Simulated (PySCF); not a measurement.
BeF2, SMILES [F][Be][F] (connectivity only; charge and spin as stated), charge -1, multiplicity 2.

Coordinates come from a B3LYP-D3(BJ)/def2-TZVPD optimisation. The multiplicity is an assumed one; other spin states were not compared. The isomer is the one that the SMILES or the coordinates give; other isomers of the formula were not compared.

All values below come from ωB97X/def2-TZVPD in PySCF.

The molecule is in vacuum.

```
Quantity                                                             Value
------------------------------------------------  ------------------------
total energy                                            -214.63111 hartree
point group                                                            C2v
α spin, highest occupied and lowest empty level          -0.44 and 4.79 eV
β spin, highest occupied and lowest empty level          -7.85 and 5.92 eV
dipole moment about the centre of nuclear charge                    4.06 D
mean static polarisability                          118.5 bohr³ (17.57 Å³)
polarisability, principal values                  95.3, 103.8, 156.6 bohr³
⟨S²⟩                                               0.750 (pure state 0.75)
```
